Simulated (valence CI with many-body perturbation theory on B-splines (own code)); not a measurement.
# Rh²²⁺ in brief

Calculated by configuration interaction combined with many-body perturbation theory (CI+MBPT): five valence electrons over a frozen Dirac-Fock core [Ar], a basis of 7 s, 7 p, 8 d, 6 f, 4 g, 1 h functions for each j, with the one-electron correlation potential Σ1 (screened to all orders), the two-electron term Σ2, the three-electron term Σ3, Breit, model QED; selected single and double excitations, second order for the rest, scaled by the run's own slope (own B-spline code, finite nucleus).

No measured spectrum was set against this ion. As an estimate, terms of the open shell hold to 2 to 4 % of their energy, and close levels can change places. Only levels of the ground parity were solved; by the run's estimate the other parity begins above the list, which can be wrong where configurations are misplaced.

Names give the largest LS component (configuration and term), which can be under half, so a name can repeat, a term be missing and a line seem to break the LS rules; names also repeat where a configuration has a term twice.

Rates and lifetimes use the calculated energies. Strong lines usually hold to 10 to 20 %, long lifetimes can be off by a factor of two.

Q: What is the ground level?

A: 3d5 6S_5/2, composition 88 % 3d5 6S + 10 % 3d5 4P, g = 1.947.

Q: How well does LS coupling describe the low levels?

A: Among the lowest 20 levels the leading LS term, summed over configurations, holds 60 % on average. For single configurations the figures are 60 % in LS and 66 % in jj coupling. Terms mix most in the J = 5/2 level at 180850 cm⁻¹, where the leading one holds 28 %.

Q: What is the ionisation energy?

A: 1061.1 eV; NIST lists 1061 ± 4 eV (theoretical).
